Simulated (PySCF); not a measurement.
# Working out the ionisation energy of Zr⁺

Zr⁺ [Kr] 4d2 5s1 (4F) → Zr²⁺ [Kr] 4d2 (3F). Calculation: PySCF 2.14, in def2-TZVPPD with the def2 core potential (28 electrons); scalar relativity through the core potential. Frozen: nothing. Energies in hartree (1 hartree = 27.21139 eV):

| part | Zr⁺ (lower) | Zr²⁺ (upper) |
| --- | --- | --- |
| UHF | -46.253642 | -45.801613 |
| CCSD correlation | -0.227830 | -0.203499 |
| (T) | -0.005139 | -0.003757 |

Problem. What does Hartree-Fock give?

Solution. (-45.801613) − (-46.253642) = 0.452029 hartree = 12.300 eV.

Problem. What do CCSD and CCSD(T) give?

Solution. The CCSD correlation energies differ by 0.024331 hartree = 0.662 eV and the triples by 0.001382 hartree = 0.038 eV, so CCSD gives 12.962 eV and CCSD(T) 13.000 eV.

Reference: 13.13 eV (measured; NIST Atomic Spectra Database, ionization energies), between the lowest levels; spin-orbit coupling is absent from the calculation.

What remains against the reference includes basis incompleteness and higher excitations.
